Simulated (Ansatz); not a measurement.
```yaml
crystal:
  periodic: [false, false, false]
  atoms:
    - {symbol: F, position_ang: [0.678409, 0.539724, -2.181722]}
    - {symbol: C, position_ang: [-0.374367, 1.182991, -1.664163]}
    - {symbol: F, position_ang: [-1.426256, 0.371127, -1.758832]}
    - {symbol: F, position_ang: [-0.610009, 2.251660, -2.411177]}
    - {symbol: O, position_ang: [-0.159944, 1.559772, -0.399597]}
    - {symbol: Si, position_ang: [0.614309, 0.800482, 0.849390]}
    - {symbol: O, position_ang: [-0.293398, -0.465561, 1.417709]}
    - {symbol: C, position_ang: [-0.252141, -1.750113, 1.051814]}
    - {symbol: F, position_ang: [0.649141, -2.427547, 1.764269]}
    - {symbol: F, position_ang: [-1.434390, -2.313363, 1.241475]}
    - {symbol: F, position_ang: [0.075515, -1.890740, -0.240452]}
    - {symbol: H, position_ang: [1.935405, 0.312231, 0.418996]}
    - {symbol: H, position_ang: [0.618127, 1.794635, 1.927289]}
basis:
  gaussian: {orbitals: cc-pVDZ}
hamiltonian: {xc: {name: HF}}
correlation: {method: mp2, frozen_orbitals: {F: 0}}
accuracy: high
```

```sh
$ ansatz run in.yaml --threads 4 --pin off --events-out ev --progress --plain --max-ram 63488MiB --backend cpu
```

Output, abridged:

```
Functional definition: HF
Error: "frozen_orbitals" has no count for C
```

(1) Something in this input is off. What?

## Answers

(1) Frozen orbitals are typed for one element alone, and the program wants a count for each. The program refused the input.
